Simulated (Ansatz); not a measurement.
Species: C₂H₆Si, charge 0, singlet. C2H6Si (ethenylsilane, SMILES C=C[SiH3]).
B3LYP-D3(BJ)/def2-TZVP minimum from Ansatz (an electronic-structure program):
```
C
C 1 1.3315
H 2 1.0850 1 121.81
H 2 1.0851 3 115.94 1 180.00
H 1 1.0881 2 117.92 3 180.00
Si 1 1.8627 5 118.43 2 -180.00
H 6 1.4820 1 109.11 5 180.00
H 6 1.4836 7 109.35 3 121.24
H 6 1.4836 7 109.35 8 117.51
```

Total energies in cc-pV(D+d)Z, 18 correlated electrons, 7 frozen orbitals. UHF or UKS for unpaired electrons; spin-orbit terms are left out. Correlated methods leave the cores frozen. No relativity.

```
method    program  energy (Eh)  minus CCSDT(Q) (mEh)
--------  -------  -----------  --------------------
HF         Ansatz   -368.14267                437.42
MP2        Ansatz   -368.51593                 64.16
CCSD       Ansatz   -368.56471                 15.38
CCSD(T)    Ansatz   -368.57819                  1.90
CCSDT(Q)   Ansatz   -368.58009                  0.00
```

Rough core times of Ansatz's runs on a shared machine: CCSD(T) under 20 s, CCSDT(Q) 5 min.
